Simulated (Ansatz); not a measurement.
Geometry optimisation, RKS PBE0/def2-mTZVP (Ansatz).

Input file:

```yaml
crystal:
  periodic: [false, false, false]
  atoms:
    - { symbol: Al, position_ang: [-1.822488, -1.096977, -0.652301] }
    - { symbol: Cl, position_ang: [0.490111, 0.893349, -2.420042] }
    - { symbol: H, position_ang: [-1.613178, -2.261877, -1.701326] }
    - { symbol: H, position_ang: [-2.970824, -0.008422, -0.692747] }
    - { symbol: H, position_ang: [1.004768, 0.508176, 0.818736] }
    - { symbol: "N", position_ang: [-0.705651, -1.056807, 0.848473] }
    - { symbol: H, position_ang: [1.00917, 1.021587, -1.211855] }
    - { symbol: "N", position_ang: [1.712419, 1.222497, 0.986626] }
    - { symbol: H, position_ang: [-0.958508, -0.559311, 1.692824] }
    - { symbol: H, position_ang: [-0.093445, -1.827562, 1.083281] }
    - { symbol: H, position_ang: [2.573248, 1.019604, 0.496545] }
    - { symbol: H, position_ang: [1.37438, 2.145842, 0.751787] }
basis:
  gaussian: { orbitals: def2-mTZVP }
hamiltonian:
  xc: pbe0
relax:
  f_tol: 0.03
  max_steps: 50
output:
  orbitals: {}
```

Launched with:

```bash
$ ansatz run input.yaml --threads 2 --pin off --max-ram 3072MiB --backend cpu --events-out ev --progress --plain --runs-dir out
```

Q: Where does it end, and by what steps?

A: The run converged. After 18 steps the energy has fallen by 2.678 eV; H7 moved furthest, 0.90 Å. Parted: Cl2–H7 (1.32 → 2.58 Å), H5–N8 (1.02 → 1.86 Å). Joined: Al1–Cl2 (3.53 → 2.18 Å), H5–N6 (2.32 → 1.05 Å), H7–N8 (2.32 → 1.02 Å).

| step | energy less start (eV) | largest force component (eV/Å) | accepted |
| --- | --- | --- | --- |
| 0 | 0.0000 | 1.194 | yes |
| 1 | -0.0862 | 0.549 | yes |
| 2 | -0.1443 | 0.497 | yes |
| 3 | -0.1884 | 0.561 | yes |
| 4 | -0.2130 | 0.605 | yes |
| 5 | -0.2361 | 0.659 | yes |
| 6 | -0.3244 | 1.458 | yes |
| 7 | -0.6720 | 2.556 | yes |
| 8 | -0.9537 | 3.231 | yes |
| 9 | -1.5005 | 1.293 | yes |
| 10 | -1.8311 | 0.864 | yes |
| 11 | -2.0122 | 1.651 | yes |
| 12 | -2.1564 | 2.270 | yes |
| 13 | -2.4402 | 1.257 | yes |
| 14 | -2.6441 | 0.363 | yes |
| 15 | -2.6385 | 0.477 | no |
| 16 | -2.6718 | 0.307 | yes |
| 17 | -2.6774 | 0.085 | yes |
| 18 | -2.6781 | 0.026 | yes |

```xyz
12
Properties=species:S:1:pos:R:3
Al -1.481 -0.776 -1.018
Cl -0.289 0.572 -2.250
H -1.339 -2.299 -1.460
H -2.897 -0.163 -0.621
H 0.310 -0.049 0.737
N -0.482 -0.734 0.737
H 1.447 1.371 -0.511
N 1.665 1.201 0.470
H -1.096 -0.483 1.507
H -0.089 -1.645 0.957
H 2.636 0.907 0.510
H 1.615 2.098 0.942
```

Time of the run: 35 s on 2 threads of AMD EPYC 9R14 (Zen 4), with other jobs on the host, peak memory 0.23 GiB.
